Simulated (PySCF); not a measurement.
J couplings in C6H6BBr

Cartesian coordinates in Å; atom numbers follow the order of the lines, from 1:
```xyz
14

Br   -1.0563    3.7362    0.1701
C    -0.6386    1.8800    0.1893
C    -1.7184    1.0278    0.2289
C    -1.7529   -0.3909    0.2524
C    -0.7232   -1.3019    0.2434
B     0.7763   -1.0302    0.2042
C     1.3787    0.3753    0.1649
C     0.7580    1.5988    0.1598
H    -2.6972    1.5141    0.2444
H    -2.7748   -0.7890    0.2827
H    -1.0544   -2.3474    0.2681
H     1.5367   -1.9748    0.2037
H     2.4730    0.4510    0.1364
H     1.3893    2.4933    0.1295
```

Method: B3LYP/pcJ-1 (pcSseg-1 on Br) (spin–dipole term only in couplings to heteroatoms)//PBE0-D3(BJ)/def2-SVP, PySCF; isolated molecule, single conformer, non-relativistic. Couplings are averaged over pairs made equivalent by symmetry, fast rotation or ring inversion, so a value needn't be that of the named pair in this geometry, while other rotamers aren't included; one pair stands for each set, and the list holds a selection of those of at least 1.5 Hz over up to four bonds.

Isotopes: ¹³C, ¹H, ¹¹B.

```
    pair  bonds  J (Hz)
  C2, C3      1    74.0
  C2, C8      1    64.7
  C3, C4      1    60.9
  C3, H9      1   166.8
  C4, C5      1    57.0
 C4, H10      1   158.9
  C5, B6      1    65.3
 C5, H11      1       ?
  B6, C7      1    65.1
 B6, H12      1   131.2
  C7, C8      1       ?
 C7, H13      1       ?
 C8, H14      1   165.9
  C2, H9      2    -6.8
 C3, H10      2       ?
  B6, C8      2       ?
 C7, H12      2       ?
 C2, H13      3    20.8
 C3, H14      3     7.5
  C5, H9      3    10.1
 C5, H13      3       ?
  C8, H9      3     8.7
 C8, H12      3     9.0
H10, H11      3    14.2
H11, H12      3     7.0
 C2, H11      4       ?
```

Task: Estimate the withheld couplings, with signs.

Result: 
- ¹J(C5,H11) = 147.5 Hz (bond length 1.097 Å, sp2 carbon)
- ¹J(C7,C8) = 57.0 Hz (bond length 1.372 Å)
- ¹J(C7,H13) = 147.2 Hz (bond length 1.097 Å, sp2 carbon)
- ²J(C3,H10) = 3.2 Hz (angle at C4 113°)
- ²J(B6,C8) = 1.7 Hz (angle at C7 130°)
- ²J(C7,H12) = 5.4 Hz (angle at B6 118°)
- ³J(C5,H13) = 8.6 Hz (dihedral angle 180°)
- ⁴J(C2,H11) = -1.7 Hz

Relativistic effects of the heavier atoms present are left out.
